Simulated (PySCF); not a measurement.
FH6NOSi2, SMILES N[Si@@](O)(F)[SiH3]. Geometry optimised at PBE-D3(BJ)/def2-SVP. The structure was generated by enumeration; whether it is a known compound was not checked. The values are those of a single conformer.

These are PBE-D3(BJ)/def2-SVP (PySCF) values and carry that method's errors.

Harmonic wavenumbers (cm⁻¹): 92, 124, 134, 195, 234, 268, 283, 315, 349, 450, 497, 505, 735, 781, 815, 851, 888, 897, 906, 942, 1474, 2146, 2161, 2168, 3502, 3609, 3770. Rotational constants (GHz): 3.596, 2.055, 1.955; symmetry number 1.

### Question
Work out the zero-point energy and the ideal-gas rigid-rotor harmonic-oscillator thermochemistry at 298.15 K and 1 atm.

### Answer
ZPE = ½ Σ hcν = ½ × 29090 cm⁻¹ = 41.59 kcal/mol. H − E(el) = 47.79 kcal/mol. Entropy in cal/(mol K): translation 40.04, rotation 27.50, vibration 22.73, total 90.26. G − E(el) = 20.88 kcal/mol. Cp = 32.61 cal/(mol K). Modes under 150 cm⁻¹ make the vibrational entropy uncertain.
